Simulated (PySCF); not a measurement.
Species: trifluorosilylphosphinidene F3Si-P, F3PSi (triplet state).
Z-matrix (Å and degrees, PBE0-D3(BJ)/def2-SVP geometry), rows numbered from 1:
```
F 
Si  1  1.6044
F   2  1.6043  1  107.27
F   2  1.6040  1  107.14  3   114.58
P   2  2.2300  1  111.62  3  -122.74
```

The species is trifluorosilylphosphinidene F3Si-P (`F[Si](F)(F)[P]`) [triplet].

Theory: PySCF 2.14.0, UKS B3LYP, IGLO-III on F P Si, non-relativistic, mean-field spin-orbit, GIAO. Spin–spin part from the singly occupied natural orbitals, spin–orbit part to second order with van Wüllen's prefactor. Isolated species at its PBE0-D3(BJ)/def2-SVP geometry, gas phase. The SCF solution wasn't tested for stability. No frequencies were computed at this geometry's level, so the symmetric structure isn't shown to be a minimum.

(1) What zero-field splitting does the calculation give?

(2) What is D as a frequency, a field and a temperature?

(3) What are the three sublevel energies at zero field and the gaps between them?

(4) How are these sublevels filled in thermal equilibrium at 4.2 K and zero field?

(5) Where do the strong lines fall at 9.614 GHz with the field along each axis of D (isotropic g = 2.0059, hyperfine left aside, microwave field at right angles)?

Answers

(1) D = +4.649 cm⁻¹ and E = +0.001 cm⁻¹, with E given the sign of D (E/D = 0.00; 0 is axial, 1/3 the rhombic limit). Point group C3v requires E = 0; what is left comes from small departures from that symmetry in geometry, grid or density. Diagonalised alone, the spin–spin tensor gives D = +0.337, E = 0.000 and the spin–orbit tensor D = +4.311, E = +0.001 cm⁻¹; in size the spin–orbit D is 13 times the other. Largest spin populations (Mulliken): P5 (+1.92) and Si2 (+0.06). P5 is the only atom above +0.15.

(2) D = +139.36 GHz = +4964 mT (with g_iso = 2.0059) = +6.688 K = +576.3 μeV.

(3) With H = D(Sz² − 2/3) + E(Sx² − Sy²): Tz at -3.099 cm⁻¹, Tx at +1.549 cm⁻¹, Ty at +1.550 cm⁻¹. The gaps are |D| − |E| = 139.34 GHz, |D| + |E| = 139.38 GHz and 2|E| = 0.04 GHz.

(4) kT = 2.92 cm⁻¹, so the Boltzmann shares are Tz 71.1 %, Tx 14.5 %, Ty 14.5 %.

(5) From exact diagonalisation up to 10800 mT, keeping lines above a fifth of the strength of a high-field Δm = ±1 line:

| field along | resonance fields (mT) |
| --- | --- |
| x | 1345 |
| y | 1351 |
| z | 4621, 5306 |

Without D the line would be at 342 mT. The microwave quantum is 0.321 cm⁻¹, against |D| + |E| = 4.649 cm⁻¹.

Natural occupations around the open shell: 1.998, 1.000, 1.000, 0.002. The unrestricted determinant has ⟨S²⟩ = 2.0053 (exact 2.0000), so spin contamination is small.

Principal g values: 2.0022, 2.0078, 2.0078.

Time: 26 s of wall time (with the writing of density and orbital grids); peak memory 0.63 GiB. Hardware: an Arm Neoverse V2 with one thread, shared host with 96 logical CPUs at a one-minute load of 21.
